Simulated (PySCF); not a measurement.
## Nuclear quadrupole coupling in `CC#C[SiH2]c1cccnc1`

Species: C₈H₉NSi.
Cartesian coordinates in Å at the GFN2-xTB level; atoms count from 1:
```
atom  x, y, z in Å
C1     3.9665    1.0618   -0.2714
C2     2.8356    0.1646   -0.3430
C3     1.8945   -0.5864   -0.4026
Si4    0.4502   -1.7276   -0.4982
C5    -1.1005   -0.7101   -0.1329
C6    -1.0632    0.6587    0.1149
C7    -2.2396    1.3465    0.3629
C8    -3.4288    0.6346    0.3526
N9    -3.4886   -0.6667    0.1235
C10   -2.3584   -1.3082   -0.1088
H11    4.8919    0.4886   -0.2152
H12    3.8882    1.6935    0.6136
H13    3.9951    1.6957   -1.1579
H14    0.3530   -2.2840   -1.8544
H15    0.5855   -2.7880    0.5092
H16   -0.1145    1.1786    0.1112
H17   -2.2356    2.4086    0.5581
H18   -4.3788    1.1209    0.5353
H19   -2.4624   -2.3719   -0.2892
```

Field gradients from the PBE0/pcSseg-1 density (PySCF, non-relativistic), principal values in atomic units, ordered |Vxx| ≤ |Vyy| ≤ |Vzz|:

```
atom     Vxx     Vyy      Vzz
  N9  0.3438  0.8007  -1.1445
```

**Question.** Find the asymmetry η = (Vxx − Vyy)/Vzz and the couplings χ = eQV/h (234.96 MHz × Q in barn × V in au), with Q(14N) = 0.02044 b.

**Answer.** 
```tsv
atom	environment	nucleus	η	χzz (MHz)	χxx (MHz)	χyy (MHz)
N9	pyridine-type nitrogen	14N	0.40	-5.50	1.65	3.85
```

The tensor is traceless: Vxx + Vyy + Vzz = 0.

**Question.** What is Vzz at N9 in SI units (1 au = 9.71736 × 10²¹ V/m²)?

**Answer.** -1.1445 au = -11.122 × 10²¹ V/m².

**Question.** And the gradient at the other heavy atoms, for which no coupling is worked out here?

**Answer.** 
| atom | environment | Vzz (au) | η |
| --- | --- | --- | --- |
| C1 | propargylic carbon | 0.129 | 0.01 |
| C2 | alkyne carbon | -0.355 | 0.06 |
| C3 | alkyne carbon | -0.291 | 0.01 |
| Si4 | SiH2 silicon | 0.300 | 0.56 |
| C5 | substituted aromatic carbon | 0.329 | 0.03 |
| C6 | aromatic CH carbon | 0.414 | 0.04 |
| C7 | aromatic CH carbon | 0.317 | 0.21 |
| C8 | aromatic CH next to a ring nitrogen | 0.357 | 0.35 |
| C10 | aromatic CH next to a ring nitrogen | 0.349 | 0.35 |

**Question.** What couplings would deuterons (Q(2H) = 0.00286 b) have in place of the hydrogens, at this geometry?

**Answer.** 
| atom | bonded to | bond length (Å) | Vzz (au) | η | χzz (kHz) |
| --- | --- | --- | --- | --- | --- |
| H11 | C1 | 1.090 | 0.3074 | 0.02 | 207 |
| H12 | C1 | 1.090 | 0.3073 | 0.02 | 206 |
| H13 | C1 | 1.090 | 0.3072 | 0.02 | 206 |
| H14 | Si4 | 1.469 | 0.1570 | 0.02 | 106 |
| H15 | Si4 | 1.469 | 0.1572 | 0.02 | 106 |
| H16 | C6 | 1.082 | 0.3171 | 0.04 | 213 |
| H17 | C7 | 1.080 | 0.3272 | 0.06 | 220 |
| H18 | C8 | 1.083 | 0.3182 | 0.05 | 214 |
| H19 | C10 | 1.084 | 0.3155 | 0.07 | 212 |

The structure is a single GFN2-xTB conformer in the gas phase; no vibrational or solvent corrections. GFN2-xTB bond lengths can be off by several hundredths of an ångström, more for odd bonds, and the gradients follow them. The small basis limits the accuracy of the gradients.
